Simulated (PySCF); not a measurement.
A PySCF script (with the pyscf-properties extension) for the NMR shieldings of `InChI=1S/C3H8BN3O2/c1-3(9)7-4(5)6-2-8/h2H,5H2,1H3,(H,6,8)(H,7,9)`, on a GFN2-xTB geometry:

```python
import basis_set_exchange as bse
import numpy as np
from pyscf import gto, dft
from pyscf.prop import nmr

atoms = """
C     2.696015    0.624336    0.104147
C     1.597712   -0.413023    0.177919
O     1.815617   -1.592842    0.372605
N     0.347299    0.096743    0.007779
B    -0.894697   -0.627486    0.028509
N    -0.930886   -1.996513    0.233766
N    -2.130791    0.130035   -0.173954
C    -2.239764    1.457463   -0.387923
O    -1.325564    2.246932   -0.446199
H     2.683043    1.107726   -0.870492
H     2.537110    1.383484    0.866853
H     3.659863    0.148757    0.260849
H     0.273132    1.096984   -0.149231
H    -0.057045   -2.483366    0.369586
H    -1.749851   -2.574978    0.264022
H    -2.999467   -0.381906   -0.154012
H    -3.288725    1.789684   -0.514134
"""
names = dict.fromkeys(["C", "O", "N", "B", "H"], "pcSseg-1")
basis = {el: gto.basis.parse(bse.get_basis(n, elements=[el], fmt="nwchem")) for el, n in names.items()}
mol = gto.M(atom=atoms, basis=basis, charge=0, verbose=0)
mf = dft.RKS(mol, xc="PBE0")
mf.grids.level = 2
mf.grids.alignment = dft.numint.BLKSIZE   # the property module wants whole blocks of grid points
mf.conv_tol = 1e-9
mf.kernel()

calc = nmr.RKS(mf)   # GIAO
C = mf.mo_coeff
Co = C[:, mf.mo_occ > 0]
resp = mf.gen_response(singlet=True, hermi=2)
def vind(x):   # induced exchange potential for any number of trial vectors
    d = np.einsum("pi,xij,qj->xpq", C, 2 * x.reshape(-1, C.shape[1], Co.shape[1]), Co, optimize=True)
    return np.einsum("xpq,pi,qj->xij", resp(d - d.transpose(0, 2, 1)), C, Co, optimize=True).ravel()
mo1, _ = nmr.rhf.solve_mo1(calc, with_cphf=vind)
sigma = calc.kernel(mo1)
for i, s in enumerate(sigma):   # ppm
    w = np.linalg.eigvalsh((s + s.T) / 2)
    print("%2d %-2s iso %8.1f  s11 %8.1f  s22 %8.1f  s33 %8.1f" % (i, mol.atom_pure_symbol(i), w.mean(), *w))
```

**Question.** Give the expected output.

**Answer.** 
```
 0 C  iso    159.7  s11    131.1  s22    153.8  s33    194.2
 1 C  iso      8.0  s11    -82.0  s22     13.1  s33     93.0
 2 O  iso   -120.9  s11   -447.0  s22   -226.0  s33    310.3
 3 N  iso    120.6  s11     -1.3  s22    178.7  s33    184.5
 4 B  iso     80.7  s11     50.9  s22     87.9  s33    103.3
 5 N  iso    200.0  s11    145.8  s22    219.8  s33    234.5
 6 N  iso    117.7  s11     -8.1  s22    167.3  s33    193.9
 7 C  iso     18.7  s11    -75.9  s22     39.4  s33     92.7
 8 O  iso   -100.7  s11   -409.4  s22   -215.0  s33    322.1
 9 H  iso     29.5  s11     26.0  s22     29.0  s33     33.5
10 H  iso     29.5  s11     26.0  s22     29.1  s33     33.5
11 H  iso     29.9  s11     26.0  s22     28.3  s33     35.5
12 H  iso     22.9  s11     14.0  s22     25.0  s33     29.6
13 H  iso     25.7  s11     15.7  s22     26.0  s33     35.4
14 H  iso     29.4  s11     23.7  s22     26.6  s33     38.0
15 H  iso     26.9  s11     23.4  s22     28.1  s33     29.1
16 H  iso     23.3  s11     19.0  s22     23.6  s33     27.3
```

These numbers come from an equivalent density-fitted implementation of the same equations, which agrees with the script to about 0.01 ppm for H and up to a few tenths of a ppm for heavy atoms, so last digits may differ.

Size and cost of the density-fitted run: 193 basis functions, 52 s wall time on 1 thread of an Arm Neoverse N1, shared host; peak memory 0.85 GiB.
